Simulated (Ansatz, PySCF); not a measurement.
HgI2, SMILES [I][Hg][I].

The structure is a stationary point at PBE-D3(BJ)/def2-SVP. The isomer is the one that the SMILES or the coordinates give; other isomers of the formula were not compared. The def2 effective core potentials stand for the cores of Hg, I; spin–orbit coupling is left out.

Vertical ionisation energy (IE) and electron affinity (EA) in eV. Rows of orbital energies are one-electron estimates. Where ΔSCF, EOM or ADC give a negative EA the extra electron is unbound and the value depends on the basis.

```json
[
 {"level": "−ε(HOMO), −ε(LUMO), HF/def2-TZVPD (PySCF)", "IE": "10.14", "EA": "-0.22"},
 {"level": "−ε(HOMO), −ε(LUMO), PBE/def2-TZVPD (PySCF)", "IE": "6.62", "EA": "3.71"},
 {"level": "ΔSCF, PBE0/def2-SVPD (Ansatz), final states of multiplicity 2 and 2", "IE": "___", "EA": "___"},
 {"level": "ΔSCF, PBE/def2-SVPD (Ansatz), final states of multiplicity 2 and 2", "IE": "9.14", "EA": "1.43"}
]
```

### Question
Some entries are withheld; supply them. (The exact figures need the calculation; the answer reports its results.)

### Answer

- ΔSCF, PBE0/def2-SVPD (Ansatz, an electronic-structure program), final states of multiplicity 2 and 2, IE: 9.53
- ΔSCF, PBE0/def2-SVPD (Ansatz), final states of multiplicity 2 and 2, EA: 1.40

### Question
What vertical singlet–triplet gap does ΔSCF give with PBE0/def2-SVPD (Ansatz) and with PBE/def2-SVPD (Ansatz)? (The exact figures need the calculation; the answer reports its results.)

### Answer
3.24 and 2.85 eV (triplet above singlet where positive).
